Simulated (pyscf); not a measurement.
# •C≡C–F (SMILES [C]#CF), doublet

Gas-phase minimum from PySCF at ωB97X-D3(BJ)/def2-SVP, one conformer. 

```xyz
3

C      0.9692     0.1109    -1.1618
C      1.0245     0.1267     0.1208
F      0.9695    -0.1244     1.3605
```
Charge 0, spin multiplicity 2.

Bonds (Å): C1–C2 1.284, C2–F3 1.266. Bond angles (°): C1–C2–F3 166.9.

Properties at ωB97X-D3(BJ)/def2-SVP:

| Quantity | Result |
|---|---|
| Harmonic wavenumbers, unscaled | 277, 1069, 1970 cm⁻¹ |
| Zero-point energy | 4.7 kcal/mol |
| Rotational symmetry number | 1 |
| Entropy of this conformer at 298 K and 1 atm, rigid rotor and harmonic oscillator, modes under 100 cm⁻¹ raised to 100 | 241.8 J/(mol K) |
| Dipole moment | 2.31 D |
| Spin expectation value S2 | 0.764 |

Single-point totals, which compare only within one level (frozen core for MP2 and CC):

```json
[
 {"level": "ωB97X-D3(BJ)/def2-TZVP", "total energy (hartree)": "-175.92642"},
 {"level": "PBE/def2-TZVP", "total energy (hartree)": "-175.71225"},
 {"level": "r²SCAN/def2-TZVP", "total energy (hartree)": "-175.81325"},
 {"level": "B3LYP-D3(BJ)/def2-TZVP", "total energy (hartree)": "-175.90174"},
 {"level": "PBE0-D3(BJ)/def2-TZVP", "total energy (hartree)": "-175.70730"},
 {"level": "M06-2X/def2-TZVP", "total energy (hartree)": "-175.83180"},
 {"level": "ωB97M-D3(BJ)/def2-TZVP", "total energy (hartree)": "-175.94018"},
 {"level": "UHF/def2-TZVPP", "total energy (hartree)": "-175.04031"},
 {"level": "MP2/def2-TZVPP", "total energy (hartree)": "-175.53358"},
 {"level": "CCSD/def2-TZVPP", "total energy (hartree)": "-175.55546"},
 {"level": "CCSD(T)/def2-TZVPP", "total energy (hartree)": "-175.57832"}
]
```

The CCSD(T) − MP2 part came from Ansatz, without density fitting, on the same reference.
